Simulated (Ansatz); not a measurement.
`[OH][Al]([OH])[Cl]` + HBr → `[OH][Al]([Cl])[Br]` + H₂O  (ligand exchange at the Al–O bond)

Program: Ansatz. Geometries: PBE0-D4/def2-TZVP. ΔE: electronic, gas phase. CCSD(T)/CBS adds triple-zeta CCSD(T) − MP2 to the extrapolated MP2 energy (def2 sets, frozen cores). This one scheme is used for every species. DFT in def2-TZVPP. HSE06 is defined as in plane-wave codes. For Br outer-core shells are correlated without core-valence functions, which leaves a few kJ/mol of doubt a bond. Scalar relativity is left out up to krypton. One conformer a species, not always the lowest.

`[OH][Al]([OH])[Cl]`:

Cartesian coordinates in Å:
```
O -0.181 1.421 -0.795
Al -0.026 -0.005 0.079
O 0.655 -1.336 -0.686
Cl -0.661 -0.119 2.069
H -0.559 2.215 -0.421
H 0.773 -2.177 -0.247
```

HBr:

Cartesian coordinates in Å:
```
Br -0.488 0.266 0.443
H 0.488 -0.266 -0.443
```

`[OH][Al]([Cl])[Br]`:

```xyz
5

O     0.203    1.187   -0.598
Al   -0.206   -0.328   -0.006
Cl   -1.703   -1.390   -0.967
Br    0.824   -1.203    1.777
H     0.883    1.733   -0.206
```

H₂O:

```xyz
3

O     0.188    0.239    0.243
H    -0.607   -0.267    0.422
H     0.419    0.028   -0.664
```

Task: Is it downhill or uphill in electronic energy at CCSD(T)/CBS, and by how much? (An estimate is asked.)

Result: Ansatz gave: Downhill: ΔE = -27.2 kJ/mol.

Task: What do these levels give: revPBE-D4, r2SCAN0-D4, HSE06-D4, PBE-QIDH, revPBE, r2SCAN0, CAM-B3LYP, HF/def2-SVP, SCS-MP2/def2-TZVPP, CCSD/def2-TZVPP, MP2/def2-QZVPP, CCSD/CBS(def2)? (Best estimate.)

Result: Ansatz gave: revPBE-D4 -25.2, r2SCAN0-D4 -25.7, HSE06-D4 -29.2, PBE-QIDH -27.8, revPBE -24.3, r2SCAN0 -25.2, CAM-B3LYP -13.2, HF/def2-SVP -25.7, SCS-MP2/def2-TZVPP -20.0, CCSD/def2-TZVPP -20.2, MP2/def2-QZVPP -27.2, CCSD/CBS(def2) -26.7 kJ/mol.

Largest T1 diagnostic among the species: 0.011.

From BLYP to BHLYP (50 % exact exchange), in def2-TZVPP and without D4, ΔE moves by −6.9 kJ/mol. At CCSD(T), def2-SVP lies +7.1 kJ/mol from the extrapolated value and def2-TZVPP +6.5 kJ/mol. Leaving LDA and LC-ωPBE aside and taking each functional with its dispersion term where it has one, the values, not all of them listed here, spread over 13.9 kJ/mol, from HSE06-D4 to CAM-B3LYP-D4. LDA lies +4.4 kJ/mol from PBE without D4.
